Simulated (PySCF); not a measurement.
**Scandium: a sound run and one with changed settings**

Sound run: Sc [Ar] 3d1 4s2, Sc+ [Ar] 3d1 4s1. Computed with PySCF 2.14 in cc-pVDZ-DK (6s5p3d1f, 43 functions), with scalar relativity by spin-free X2C-1e. In the sound run the correlated levels freeze [Ar]. The sound run starts from symmetry-adapted Hartree-Fock orbitals and uses a fine grid where one is needed.

Changed run: basis STO-3G, all-electron and non-relativistic. This setting is unsound on purpose.

```csv
species,method,sound run (hartree),changed run (hartree),converged
Sc,UHF,-763.28332,-751.99361,yes
Sc,MP2,-763.30978,-752.02170,yes
Sc+,UHF,-763.08498,-751.82319,yes
Sc+,MP2,-763.08741,-751.82319,yes
```

Ionisation energy of Sc:

| method | sound run (eV) | changed run (eV) |
| --- | --- | --- |
| UHF | 5.397 | 4.637 |
| LDA | 6.682 | 6.550 |
| PBE | 6.526 | 6.334 |
| MP2 | 6.051 | 5.402 |
| SCS-MP2 | 6.181 | 5.555 |

A minimal basis cannot let orbitals breathe on ionisation and holds almost no correlation. The Hamiltonian changed with the basis, so the totals do not compare.

For comparison, NIST gives 6.561 eV between the lowest levels.
